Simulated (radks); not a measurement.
The numbers below are computed, except where a source is named.
Coulomb parameter of the 4f shell of the dysprosium ion Dy+ in the model configuration [Xe] 4f9.5 6s1.5, as a second difference U = [E(n + 0.5) + E(n - 0.5) - 2 E(n)] / (0.5)^2 with all orbitals relaxed. "Bare": the charge of the atom changes with n. "Screened": the 6s shell takes up the change at fixed total charge, which measures U(4f,4f) + U(6s,6s) - 2 U(4f,6s). Level of theory: Dirac Kohn-Sham, PBE, spin-unpolarised, spherical densities, finite nucleus; open shells are shared between the two j in proportion to 2j + 1; Fermi nuclear charge, rms radius 5.2218 fm (a radial shooting solver on a logarithmic mesh with Libxc functionals).

| case | configuration | E - E(n) (eV) |
|---|---|---|
| start | [Xe] 4f9.5 6s1.5 | 0.000 |
| bare +0.5 | [Xe] 4f10 6s1.5 | -4.865 |
| bare -0.5 | [Xe] 4f9 6s1.5 | 8.775 |
| screened +0.5 | [Xe] 4f10 6s1 | -1.108 |
| screened -0.5 | [Xe] 4f9 6s2 | 2.806 |

U(bare) = 15.640 eV, U(screened by 6s) = 6.792 eV.
